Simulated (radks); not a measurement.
The numbers below are computed, except where a source is named.
Isoelectronic series with 33 electrons, each ion in its NIST ground configuration. Level of theory: scalar-relativistic Kohn-Sham, PBEsol, spin-polarised, spherical densities, point nucleus; open shells are filled with parallel spins first (spin-orbit coupling, left out, can overturn this in heavy ions) (a radial shooting solver on a logarithmic mesh with Libxc functionals). Total energies (hartree) and orbital eigenvalues (hartree):

ion,configuration,E (hartree),4p up,4s down
As,[Ar] 3d10 4s2 4p3,-2259.26898,-0.21713,-0.47405
Se+,[Ar] 3d10 4s2 4p3,-2427.97952,-0.60246,-0.92048
Br2+,[Ar] 3d10 4s2 4p3,-2603.47883,-1.08137,-1.46288
Kr3+,[Ar] 3d10 4s2 4p3,-2785.76391,-1.64294,-2.08952
Rb4+,[Ar] 3d10 4s2 4p3,-2974.84232,-2.28163,-2.79469
Sr5+,[Ar] 3d10 4s2 4p3,-3170.72791,-2.99412,-3.57509
Zr7+,[Ar] 3d10 4s2 4p3,-3582.99660,-4.63248,-5.35402
Nb8+,[Ar] 3d10 4s2 4p3,-3799.42520,-5.55582,-6.35025
Mo9+,[Ar] 3d10 4s2 4p3,-4022.75099,-6.54746,-7.41674
Tc10+,[Ar] 3d10 4s2 4p3,-4253.00225,-7.60685,-8.55306
Ru11+,[Ar] 3d10 4s2 4p3,-4490.20912,-8.73354,-9.75894
Rh12+,[Ar] 3d10 4s2 4p3,-4734.40342,-9.92724,-11.03424
Pd13+,[Ar] 3d10 4s2 4p3,-4985.61863,-11.18771,-12.37890
Ag14+,[Ar] 3d10 4s2 4p3,-5243.88980,-12.51479,-13.79294
Cd15+,[Ar] 3d10 4s2 4p3,-5509.25355,-13.90837,-15.27644
In16+,[Ar] 3d10 4s2 4p3,-5781.74805,-15.36838,-16.82952
Sn17+,[Ar] 3d10 4s2 4p3,-6061.41301,-16.89480,-18.45238
Sb18+,[Ar] 3d10 4s2 4p3,-6348.28971,-18.48763,-20.14521
Te19+,[Ar] 3d10 4s2 4p3,-6642.42100,-20.14690,-21.90827
I20+,[Ar] 3d10 4s2 4p3,-6943.85135,-21.87265,-23.74184
Xe21+,[Ar] 3d10 4s2 4p3,-7252.62683,-23.66495,-25.64624
Cs22+,[Ar] 3d10 4s2 4p3,-7568.7952,-25.52391,-27.62181
Ba23+,[Ar] 3d10 4s2 4p3,-7892.4059,-27.44961,-29.66892
